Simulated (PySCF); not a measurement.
SMILES CC(C)/C=[CH]\[GeH3] (C5H12Ge) at its GFN2-xTB optimised geometry (Å):

```
18

C      1.3887    -0.6012     0.0000
C     -0.1403    -0.6012     0.0000
C     -0.6810    -1.3552    -1.2148
C     -0.6487     0.8053     0.0000
C     -1.3571     1.3522     0.9780
Ge    -1.8967     0.4656     2.6230
H      1.7679    -1.6204     0.0201
H      1.7689    -0.1089    -0.8931
H      1.7662    -0.0729     0.8732
H     -0.4939    -1.0981     0.9134
H     -1.7689    -1.3610    -1.2032
H     -0.3288    -2.3841    -1.2103
H     -0.3477    -0.8808    -2.1357
H     -0.3916     1.3833    -0.8822
H     -1.6713     2.3841     0.8743
H     -2.6663     1.4271     3.4703
H     -0.7330    -0.0122     3.4338
H     -2.7756    -0.7220     2.3837
```

Computed with PySCF with CAM-B3LYP/def2-SVP. Cells within 0.4 Å of a nucleus heavier than hydrogen are left out (blank, or x).

Map of the HOMO−1 amplitude (bohr^(-3/2)) on the plane z = 1.0 Å; orbital energy -9.83 eV, overall sign arbitrary:

```
|44444455555554444444444444444|
|44445555555555444444444444444|
|44445555555555544444444444444|
|44455555555555554444444444444|
|44455555665555554444444444444|
|44455556676655554444444444444|
|44455556897655554444444444444|
|44455556898765544444444444444|
|44444556788755544444444444444|
|444444455xx655444444444444444|
|444444433xxx44444444444444444|
|4444444310x244554444444444444|
|44444443211345554444444444444|
|44444443333455554444444444444|
|44444444334455554444444444444|
|44444444444455544444444444444|
|44555444444444444444444444444|
|45555544444433344445555554444|
|44555554444433344455555554444|
|44555554444443444455555554444|
|44455544444444444455555554444|
|44444444444444444455555554444|
|44444444444444444455555544444|
|44444444444444444455555444444|
|44444444444444444445554444444|
|44444444444444444444444444444|
|44444444444444444444444444444|
|44444444444444444444444444444|
|44444444444444444444444444444|
```
Scale: ten equal steps from -0.163 (start of '0') to 0.166 (end of '9'), in the order '0123456789'; x runs from -4.50 to 4.50, y from -4.50 (bottom) to 4.50 (top).
